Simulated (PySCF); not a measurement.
## How many f electrons in SmCl?

Unrestricted PBE0; basis Sm x2c-SVPall, Cl x2c-SVPall; spin-free X2C with a Gaussian nucleus; PySCF 2.14. The search starts from ions with several 4f fillings and holds each by maximum overlap.

The lowest solution has 2Ms+1 = 8, about 6.0 4f electrons, near 2.56 Å.

The lowest solution of each spin and filling, followed along the bond (rough minima from three points):

```
2Ms+1  4f population  ⟨S²⟩ at the start  R at minimum (Å)  Te (eV)
    8           6.01              15.76              2.56     0.00
    6           6.02               9.75              2.56     0.22
```

Solutions at the starting distance of 2.500 Å, counted from the lowest; the search is not exhaustive:

```
2Ms+1  4f population  E (eV)   ⟨S²⟩  ⟨Lz²⟩  μ (D)
    8           6.01    0.00  15.76    4.0  -4.42
    8           6.01    0.13  15.76    5.2  -4.41
    6           6.02    0.22   9.75    3.4  -4.08
    6           6.01    0.23   9.75    4.0  -4.07
    6           6.01    0.35   9.75    5.2  -4.12
    8           5.92    1.49  15.76    8.0  -6.59
    8           5.98    1.72  15.76    4.9  -3.42
    6           6.02    2.01   9.76    3.8  -2.90
    6           6.01    2.01   9.75    4.9  -2.91
    6           6.02    2.07   9.75    5.0  -2.77
    6           5.46    2.22   9.28    6.7  -3.41
    6           5.24    2.45   8.77    5.8  -2.92
```

Partly filled real f orbitals mix terms, so no term symbols are given. A population far from a whole number shows f orbitals mixing with d and ligand orbitals, not a clean configuration. A positive dipole means Sm(−)Cl(+).

Spin–orbit coupling is left out. Counting both spins, an empty level lies below a filled one in some of these solutions, because spin and occupation are held. With d or f electrons several states lie close, and the lowest PBE0 determinant need not be the measured ground state.
